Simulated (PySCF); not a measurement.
Assignment exercise: C6H11ClOSi2

Numbering as in the mapped SMILES `[CH:1]#[C:2][Si@@:3]1([Cl:4])[CH2:5][CH2:6][CH2:7][Si@H:8]([OH:9])[CH2:10]1`; H(Xn) means a hydrogen on atom n. Ha(C5), Ha(C6), Ha(C7), Ha(C10) are cis to O9 on the ring; Hb(C5), Hb(C6), Hb(C7), Hb(C10) are trans to O9 on the ring.

[PySCF 2.14.0 with density-fitted response routines: shielding tensors at PBE0/pcSseg-1 (GIAO); GFN2-xTB structure; non-relativistic Hamiltonian; gas phase; single conformer]

References, each an isolated molecule treated in the same way: TMS for 13C (σref 186.93), 1H (σref 31.72).

Problem. Assign these signals to the numbered atoms. 13C{1H} NMR (computed): δ 104.0 (CH), 91.0 (C), 24.2 (CH2), 20.6 (CH2), 18.9 (CH2), 12.1 (CH2).

Solution. 
104.0 → C1, terminal alkyne carbon: sp carbons lie upfield of alkene carbons because the cylindrical π system leaves one tensor component strongly shielded
91.0 → C2, alkyne carbon: sp carbons lie upfield of alkene carbons because the cylindrical π system leaves one tensor component strongly shielded
24.2 → C5, sp3 CH2 bonded to Si
20.6 → C7, sp3 CH2 bonded to Si
18.9 → C6, sp3 CH2 in a ring: a saturated carbon with 2 carbon neighbours and no heteroatom attached
12.1 → C10, sp3 CH2 bonded to 2 Si

C7 and C6 lie closer than the usual error of such a calculation, so a measured spectrum could show them in the other order.

Problem. Assign these signals to the numbered atoms. 1H NMR (400 MHz, computed): δ 5.24 (m, 1H), 2.07 (m, 1H), 2.06 (s, 1H), 1.49 (m, 1H), 1.26 (m, 1H), 1.19 (br s, 1H), 1.13 (m, 1H), 0.96 (m, 1H), 0.74 (m, 1H), 0.54 (m, 1H), 0.44 (m, 1H).

Solution. 
5.24 → H(Si8), hydrogen on a silicon bonded to 2 C, O, in a 6-membered ring
2.07 → Ha(C6), hydrogen on an sp3 CH2 in a ring
2.06 → H(C1), hydrogen on a terminal alkyne carbon: it lies on the axis of the triple bond, in its shielding cone
1.49 → Hb(C6), hydrogen on an sp3 CH2 in a ring
1.26 → Hb(C5), hydrogen on an sp3 CH2 bonded to Si
1.19 → H(O9), hydrogen on an oxygen bonded to Si: exchangeable, gas-phase position
1.13 → Hb(C10), hydrogen on an sp3 CH2 bonded to 2 Si
0.96 → Hb(C7), hydrogen on an sp3 CH2 bonded to Si
0.74 → Ha(C5), hydrogen on an sp3 CH2 bonded to Si: an electropositive neighbour shields it, as in TMS itself
0.54 → Ha(C7), hydrogen on an sp3 CH2 bonded to Si
0.44 → Ha(C10), hydrogen on an sp3 CH2 bonded to 2 Si: an electropositive neighbour shields it, as in TMS itself

Ha(C6) and H(C1); Hb(C5) and H(O9); H(O9) and Hb(C10); Ha(C7) and Ha(C10) lie closer than the usual error of such a calculation, so a measured spectrum could show them in the other order.

OH/NH shifts are gas-phase values; hydrogen bonding in solution moves them, usually downfield. Shifts are as computed. Against solution values, carbons near 30 ppm lie about +3 ppm off and those near 130 ppm about +5 ppm. Of 1211 compounds with measured shifts, 218 miss one by over three times the rms of a fit or turn the order of signals round; such compounds aren't used in these exercises. Multiplicities follow the n + 1 count of equivalent neighbours, as no J values were calculated; m marks all less simple cases, F and P coupling included.
